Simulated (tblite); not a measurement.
Compound: C5H12B2O2.
Numbering: `[CH3:1][B:2]([CH3:3])[CH:4]1[CH2:5][O:6][BH:7][O:8][CH2:9]1` (hydrogens: H10, H11, H12 on C1; H13, H14, H15 on C3; H16 on C4; H17, H18 on C5; H19 on B7; H20, H21 on C9)

Cartesian coordinates in Å at the GFN2-xTB level; atoms count from 1:
```
atom  x, y, z in Å
C1    -1.2040    1.3793   -0.6469
B2    -1.0548   -0.0518   -0.0197
C3    -2.2443   -0.6786    0.8028
C4     0.2935   -0.9023   -0.1505
C5     1.1264   -0.7153    1.1370
O6     1.6956    0.5744    1.2168
B7     2.0163    1.2257    0.0757
O8     1.8211    0.7308   -1.1634
C9     1.2166   -0.5385   -1.3230
H10   -0.6819    2.0816    0.0064
H11   -2.2333    1.7236   -0.7248
H12   -0.7302    1.4854   -1.6198
H13   -1.9585   -1.5070    1.4474
H14   -2.9827   -1.0673    0.0997
H15   -2.7700    0.0574    1.4075
H16    0.0635   -1.9705   -0.2262
H17    1.9406   -1.4526    1.1673
H18    0.5057   -0.8470    2.0296
H19    2.4982    2.2863    0.1705
H20    2.0167   -1.2859   -1.4225
H21    0.6566   -0.5108   -2.2643
```

Calculated harmonic vibrations of the isolated species, GFN2-xTB (tblite), most abundant isotopes, no scaling. This tight-binding method is rough: wavenumbers can miss measured ones by several per cent, in bad cases by 10 to 20. Modes of hydrogen on boron can be 10 to 20 % off. One conformer, not necessarily the lowest.

Harmonic wavenumbers (cm⁻¹): 35.5, 86.0, 117.4, 132.2, 135.3, 207.1, 246.0, 278.8, 355.2, 382.2, 399.3, 481.8, 581.8, 653.5, 710.0, 775.8, 796.9, 853.3, 857.7, 876.6, 896.2, 916.5, 946.0, 950.1, 1031.2, 1049.9, 1105.7, 1127.1, 1162.5, 1177.9, 1187.2, 1215.4, 1224.5, 1253.1, 1296.1, 1335.4, 1343.7, 1382.3, 1387.9, 1470.5, 1476.2, 1484.0, 1485.9, 1490.2, 1494.6, 2659.3, 2868.5, 2874.4, 2926.2, 2930.3, 2934.6, 2984.9, 2993.4, 3025.6, 3030.1, 3032.9, 3040.0.

A = 2423, B = 1330, C = 1199 MHz; mass 126.102 u (most abundant isotopes); point group C1, symmetry number 1.

Zero-point energy?

Half the sum of the wavenumbers: 37576 cm⁻¹ = 107.44 kcal/mol.

Entropy at 298.15 K, 1 bar (ideal gas, RRHO, classical rotation)?

Translation 40.44, rotation 28.81, vibration 30.66: S = 99.9 cal/(mol K).

And Cp and H(298.15 K) − H(0)?

Cp = 40.01 cal/(mol K), of which vibrations give 32.07 (their classical limit is 57 R = 113.3); H(298.15 K) − H(0) = 7.16 kcal/mol without the zero-point energy, 4.79 from vibrations.

How do the functions run with temperature in this model?

```json
{"T (K)": "150", "S (cal/(mol K))": "78.6", "Cp (cal/(mol K))": "24.4", "H − H(0) (kcal/mol)": "2.44", "G − H(0) (kcal/mol)": "-9.35", "ln q(vib)": "3.28"}
{"T (K)": "250", "S (cal/(mol K))": "93.4", "Cp (cal/(mol K))": "34.6", "H − H(0) (kcal/mol)": "5.37", "G − H(0) (kcal/mol)": "-17.97", "ln q(vib)": "6.03"}
{"T (K)": "400", "S (cal/(mol K))": "113.3", "Cp (cal/(mol K))": "51.4", "H − H(0) (kcal/mol)": "11.83", "G − H(0) (kcal/mol)": "-33.49", "ln q(vib)": "10.11"}
{"T (K)": "600", "S (cal/(mol K))": "137.7", "Cp (cal/(mol K))": "69.3", "H − H(0) (kcal/mol)": "24.01", "G − H(0) (kcal/mol)": "-58.63", "ln q(vib)": "15.53"}
{"T (K)": "900", "S (cal/(mol K))": "169.4", "Cp (cal/(mol K))": "86.5", "H − H(0) (kcal/mol)": "47.62", "G − H(0) (kcal/mol)": "-104.85", "ln q(vib)": "23.36"}
```

q(vib) and H(0) count from the zero-point level.

Which modes carry the vibrational entropy at 298.15 K?

35.5 cm⁻¹: 5.50; 86.0 cm⁻¹: 3.75; 117.4 cm⁻¹: 3.14; 132.2 cm⁻¹: 2.91; 135.3 cm⁻¹: 2.87; 207.1 cm⁻¹: 2.07 cal/(mol K); the other 51 give 10.42 together.

What must be added to the electronic energy to get the Gibbs energy at 298.15 K and 1 bar?

ZPE + [H(298.15 K) − H(0)] − T·S = 107.44 + 7.16 − 29.79 = 84.81 kcal/mol.

Blend soft modes into free rotors: weight 1/[1 + (100 cm⁻¹/ν̃)⁴] for the oscillator and the rest for a rotor with moment μB/(μ + B), μ = h/(8π²ν), B = 10⁻⁴⁴ kg m². What vibrational entropy results?

28.31 cal/(mol K) in place of 30.66, which changes −T·S at 298.15 K by +0.70 kcal/mol.

Hindered rotation and anharmonicity are outside this model. Other conformers, if any are populated, would add a mixing term that is left out. The structure is chiral; the term R ln 2 for an equal mix with its mirror image is left out.

Time: 0.61 s of wall time. Hardware: one thread of an Arm Neoverse V2, no GPU (shared host). This covers the Hessian and the dipole derivatives.
